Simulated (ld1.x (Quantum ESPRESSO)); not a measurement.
# helium (He): from the effect back to the setting (ultrasoft)

Base potential:

* Element: He (Z = 2)
* Generator: ld1.x (Quantum ESPRESSO) 7.5
* Type: ultrasoft
* Functional: LDA (PZ)
* Relativity: scalar-relativistic
* Frozen core: none
* Valence charge: 2
* Reference configuration: 1s2
* Partial waves: 1s (bound): rcut 0.60, rcutus 0.75 bohr; 1s channel at 2.2 Ry: rcut 0.60, rcutus 0.75 bohr; 2p channel at 0.25 Ry: rcut 0.65, rcutus 0.85 bohr; 2p channel at 1 Ry: rcut 0.65, rcutus 0.85 bohr
* Local potential: all-electron potential smoothed inside 0.80 bohr (lloc = -1)
* Core correction: none
* Augmentation charge: PSQ, radius 0.55 bohr

Cutoffs, loose and tight: the cutoffs (Ry, on a coarse ladder) from which the occupation-weighted sum of valence levels, in a spherical-Bessel basis at the reference potential, stays within 10 and 1 mRy of its value at 400 Ry. They do not see the model core or the augmentation charge, which bear on the density cutoff. Test errors are all-electron minus pseudo excitation energies from the reference, over the configurations 1s1; 1s1.5 (two spin-polarised tests are not counted in the largest error); variants that change the core or the reference have their own tests.

Only the scale of all radii (base = 1) is moved:

```json
{"scale of all radii (base = 1)": "0.75", "cutoff, loose": "100 Ry", "cutoff, tight": "140 Ry", "bound ghosts": "none", "largest test error (meV)": "-6.2"}
{"scale of all radii (base = 1)": "0.87", "cutoff, loose": "80 Ry", "cutoff, tight": "110 Ry", "bound ghosts": "none", "largest test error (meV)": "+14"}
{"scale of all radii (base = 1)": "0.96", "cutoff, loose": "70 Ry", "cutoff, tight": "90 Ry", "bound ghosts": "none", "largest test error (meV)": "+6.8"}
{"scale of all radii (base = 1)": "1.01", "cutoff, loose": "60 Ry", "cutoff, tight": "90 Ry", "bound ghosts": "none", "largest test error (meV)": "+10"}
{"scale of all radii (base = 1)": "1.22", "cutoff, loose": "45 Ry", "cutoff, tight": "60 Ry", "bound ghosts": "none", "largest test error (meV)": "+18"}
{"scale of all radii (base = 1)": "1.31", "cutoff, loose": "40 Ry", "cutoff, tight": "50 Ry", "bound ghosts": "none", "largest test error (meV)": "+22"}
{"scale of all radii (base = 1)": "1.36", "cutoff, loose": "35 Ry", "cutoff, tight": "50 Ry", "bound ghosts": "none", "largest test error (meV)": "+24"}
```

Task: One more run gave cutoff, loose: 55 Ry; cutoff, tight: 70 Ry; bound ghosts: none; largest test error (meV): +9.4. Which value of the scale of all radii (base = 1) was used?

Result: 1.1. The loose cutoff moves one way along this sweep, from 100 Ry at 0.75 to 35 Ry at 1.36, which places the run between 1.01 and 1.22.
